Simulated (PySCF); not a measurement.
An unknown gives this computed stick spectrum. Level of theory: TDDFT CAM-B3LYP/def2-SVPD, vertical, gas phase, core orbitals frozen in the response in PySCF 2.14.0, density-fitted response routines. Geometries: GFN2-xTB, one conformer each.

```json
{"state": "S1", "E (eV)": "5.89", "f": "0.050", "main configurations (H = HOMO, L = LUMO)": "H→L (90%)"}
{"state": "S2", "E (eV)": "6.58", "f": "0.018", "main configurations (H = HOMO, L = LUMO)": "H-1→L (79%), H-2→L (14%)"}
{"state": "S3", "E (eV)": "6.77", "f": "0.174", "main configurations (H = HOMO, L = LUMO)": "H→L+1 (83%)"}
{"state": "S4", "E (eV)": "7.08", "f": "0.093", "main configurations (H = HOMO, L = LUMO)": "H-2→L (76%), H-1→L (14%)"}
{"state": "S5", "E (eV)": "7.50", "f": "0.014", "main configurations (H = HOMO, L = LUMO)": "H→L+2 (75%)"}
{"state": "S6", "E (eV)": "7.65", "f": "0.020", "main configurations (H = HOMO, L = LUMO)": "H-1→L+1 (68%), H→L+3 (16%)"}
{"state": "S7", "E (eV)": "7.69", "f": "0.106", "main configurations (H = HOMO, L = LUMO)": "H→L+3 (57%), H-1→L+1 (19%)"}
{"state": "S8", "E (eV)": "7.90", "f": "0.014", "main configurations (H = HOMO, L = LUMO)": "H-3→L (40%), H-2→L+1 (26%)"}
```

Triplets computed (Tamm–Dancoff): 5.15, 5.89, 5.93 eV.

Question: Which structure fits?
A. `FC[SiH2][Si@@H](F)[SiH3]`
B. `F[SiH2][C@H]([SiH3])CS`
C. `CCS[Si@H](F)[SiH3]`

Answer: A. Its S1, at 5.89 eV, is the highest among the candidates; the nearest of the others has S1 at 5.39 eV. S1 is HOMO→LUMO (90%). Löwdin shares by element: HOMO silicon 63%, fluorine 10% or more (atoms not listed hold the other 27%); LUMO silicon 64%, hydrogen 6% or more (atoms not listed hold the other 30%). At the same level the other candidates give, for their lowest levels:
- `CCS[Si@H](F)[SiH3]`: 4.90 eV (f 0.005); 5.80 eV (f 0.006); 6.45 eV (f 0.053); 6.70 eV (f 0.037); 6.87 eV (f 0.027); T1 4.61 eV; HOMO -8.27, LUMO 0.06 eV
- `F[SiH2][C@H]([SiH3])CS`: 5.39 eV (f 0.002); 6.07 eV (f 0.029); 6.63 eV (f 0.001); 7.16 eV (f 0.035); 7.37 eV (f 0.036); T1 4.95 eV; HOMO -8.36, LUMO 0.75 eV

Conformer computed: `[F:1][CH2:2][SiH2:3][Si@@H:4]([F:5])[SiH3:6]`: F1–C2–Si3–Si4 43°, C2–Si3–Si4–F5 176°.

Without π bonds the low states are Rydberg-like; a valence basis with one diffuse set may place them up to an eV too high.
